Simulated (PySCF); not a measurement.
Calculated NMR parameters of C[C@@H]1C[C@]12CCOC2

```
Formula                               : C7H12O
SMILES                                : C[C@@H]1C[C@]12CCOC2
Point group of the computed structure : C1
Degrees of unsaturation               : 2
Carbon signals                        : 7
Proton signals                        : 10
```

Bonds (- single, = double, # triple, : aromatic): C1-C2, C2-C3, C3-C4, C4-C5, C5-C6, C6-O7, O7-C8, C4-C2, C8-C4. C1 carries H9, H10, H11; C2 carries H12; C3 carries H13, H14; C5 carries H15, H16; C6 carries H17, H18; C8 carries H19, H20. Stereochemistry as in C[C@@H]1C[C@]12CCOC2. H13 is cis to C1 on the ring; H16, H18, H19 are pro-R; H15, H17, H20 are pro-S; H14 is trans to C1 on the ring.

- shieldings: GIAO PBE0/pcSseg-1
- GFN2-xTB structure
- program: PySCF 2.14
- one averaged value for each set of equivalent atoms, a single conformation, no relativistic terms, no solvent

Chemical shifts δ = σref − σ; 1H (σ = 31.72 ppm) and 13C (σ = 186.93 ppm) against TMS; 17O (σ = 336.08 ppm) vs H2O, all at this level.

| carbon | δC, type | δH (multiplicity) | HMBC from (2–3 bonds) | span of the C tensor (ppm) |
| --- | --- | --- | --- | --- |
| C1 | 18.6, CH3 | 1.14 (d) | H12, H14, H13 | 35 |
| C2 | 21.7, CH | 0.77 (m) | H19, H20, H15, H16, H9/H10/H11, H14, H13 | 62 |
| C3 | 21.8, CH2 | H13 0.12 (m); H14 0.46 (m) | H19, H20, H15, H16, H9/H10/H11, H12 | 55 |
| C4 | 27.8, C | – | H17, H18, H19, H20, H15, H16, H9/H10/H11, H12, H14, H13 | 84 |
| C5 | 36.0, CH2 | H15 2.14 (m); H16 1.30 (m) | H17, H18, H19, H20, H12, H14, H13 | 47 |
| C6 | 72.9, CH2 | H17 4.26 (m); H18 3.92 (m) | H19, H20, H15, H16 | 94 |
| C8 | 81.2, CH2 | H19 3.86 (m); H20 3.79 (m) | H17, H18, H15, H16, H12, H14, H13 | 87 |

Other nuclei:
| atoms | nucleus | environment | δ (ppm) | σ (ppm) |
| --- | --- | --- | --- | --- |
| O7 | 17O | ether oxygen | 68.9 | 267.2 |

1. Carbon types of the structure: 1 × C, 1 × CH, 4 × CH2, 1 × CH3, which accounts for all hydrogens.
2. δC 81.2, 72.9: sp3 CH2 bonded to O; deshielded by the electronegative neighbour.
3. δC 36.0: sp3 CH2 in a ring; a saturated carbon with 2 carbon neighbours and no heteroatom attached.
4. δH 4.26, 3.92, 3.86, 3.79: hydrogen on an sp3 CH2 bonded to O; its carbon carries O, an electronegative neighbour.
5. δH 1.14: hydrogen on a methyl carbon; far from electronegative atoms and π systems.
6. δH 0.77, 0.46, 0.12: hydrogen on a three-membered-ring carbon; cyclopropane-type protons are shielded by the ring.

Shifts are as computed. Against solution values, carbons near 30 ppm lie about +3 ppm off and those near 130 ppm about +5 ppm. Of 1211 compounds with measured shifts, 218 miss one by over three times the rms of a fit or turn the order of signals round; such compounds aren't used in these exercises. Experimental scales use liquid or dissolved standards, which lie at an offset from isolated H2O (liquid H2O: subtract about 36 ppm). Multiplicities follow the n + 1 count of equivalent neighbours, as no J values were calculated; m marks all less simple cases, F and P coupling included.
